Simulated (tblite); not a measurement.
C7H13OPS.
SMILES with atom numbers: `[CH3:1][O:2][CH2:3][CH2:4][P:5]1(=[S:6])[CH2:7][CH:8]=[CH:9][CH2:10]1` (hydrogens: H11, H12, H13 on C1; H14, H15 on C3; H16, H17 on C4; H18, H19 on C7; H20 on C8; H21 on C9; H22, H23 on C10)

Geometry (GFN2-xTB, Å), atoms numbered from 1 in this order:
```
atom  x, y, z in Å
C1     3.097    0.503    0.465
O2     1.795    0.515   -0.069
C3     1.641   -0.297   -1.210
C4     0.143   -0.477   -1.362
P5    -0.455   -0.868    0.351
S6     0.548   -2.222    1.304
C7    -2.249   -1.256    0.051
C8    -2.918    0.080    0.086
C9    -2.237    1.069    0.644
C10   -0.874    0.746    1.166
H11    3.085    1.161    1.331
H12    3.380   -0.508    0.779
H13    3.824    0.872   -0.267
H14    2.106    0.170   -2.091
H15    2.113   -1.275   -1.037
H16   -0.339    0.437   -1.711
H17   -0.101   -1.304   -2.032
H18   -2.409   -1.796   -0.885
H19   -2.600   -1.895    0.868
H20   -3.913    0.189   -0.317
H21   -2.615    2.074    0.742
H22   -0.891    0.571    2.247
H23   -0.135    1.518    0.956
```

Computed values, GFN2-xTB/tblite, gas phase, harmonic and unscaled. Errors from tens to a few hundred cm⁻¹ against measured bands are possible. One conformer, not necessarily the lowest.

Harmonic wavenumbers (cm⁻¹): 50.4, 63.5, 95.4, 114.1, 141.3, 158.3, 201.5, 221.7, 228.9, 242.9, 336.6, 370.2, 399.3, 513.6, 604.9, 624.4, 701.5, 712.3, 746.7, 779.9, 792.6, 819.5, 850.5, 885.5, 946.0, 964.7, 994.4, 1006.9, 1049.2, 1060.7, 1073.9, 1114.2, 1118.0, 1121.5, 1137.4, 1179.7, 1194.6, 1200.2, 1207.1, 1235.6, 1299.7, 1336.4, 1404.0, 1404.5, 1411.9, 1422.8, 1465.4, 1476.8, 1482.4, 1695.1, 2861.0, 2891.0, 2915.6, 2918.9, 2921.5, 2938.8, 2958.0, 2964.5, 2974.5, 2997.0, 3031.0, 3084.6, 3099.5.

A = 1483, B = 784.3, C = 668.7 MHz; mass 176.042 u (most abundant isotopes); point group C1, symmetry number 1.

Q: What is the zero-point energy?

A: Half the sum of the wavenumbers: 40607 cm⁻¹ = 116.10 kcal/mol.

Q: What is S at 400 K and 1 bar for an ideal gas of classical rigid rotors and harmonic oscillators?

A: Translation 42.89, rotation 31.28, vibration 49.63: S = 123.8 cal/(mol K).

Q: And Cp and H(400 K) − H(0)?

A: Cp = 58.26 cal/(mol K), of which vibrations give 50.31 (their classical limit is 63 R = 125.2); H(400 K) − H(0) = 13.44 kcal/mol without the zero-point energy, 10.26 from vibrations.

Q: Which modes carry the vibrational entropy at 400 K?

A: 50.4 cm⁻¹: 5.38; 63.5 cm⁻¹: 4.93; 95.4 cm⁻¹: 4.12; 114.1 cm⁻¹: 3.77; 141.3 cm⁻¹: 3.35; 158.3 cm⁻¹: 3.13 cal/(mol K); the other 57 give 24.94 together.

Q: How do the functions run with temperature in this model?

A: 
```tsv
T (K)	S (cal/(mol K))	Cp (cal/(mol K))	H − H(0) (kcal/mol)	G − H(0) (kcal/mol)	ln q(vib)
50	61.3	14.7	0.52	-2.54	0.58
100	74.0	22.3	1.46	-5.94	2.12
298.15	108.6	45.7	8.14	-24.24	8.76
373.15	119.9	55.1	11.92	-32.81	11.20
500	138.0	68.9	19.81	-49.17	15.28
750	169.8	87.9	39.60	-87.76	23.04
1000	196.9	100.2	63.23	-133.69	30.28
```

q(vib) and H(0) count from the zero-point level.

Q: What must be added to the electronic energy to get the Gibbs energy at 400 K and 1 bar?

A: ZPE + [H(400 K) − H(0)] − T·S = 116.10 + 13.44 − 49.52 = 80.02 kcal/mol.

Hindered rotation and anharmonicity are outside this model. Other conformers, if any are populated, would add a mixing term that is left out. The structure is chiral; the term R ln 2 for an equal mix with its mirror image is left out.

On one thread, Arm Neoverse V1 (aarch64), no GPU, shared host with 32 logical CPUs at a one-minute load of 9.5, this took 1.3 s. The figure is for the frequency step alone.
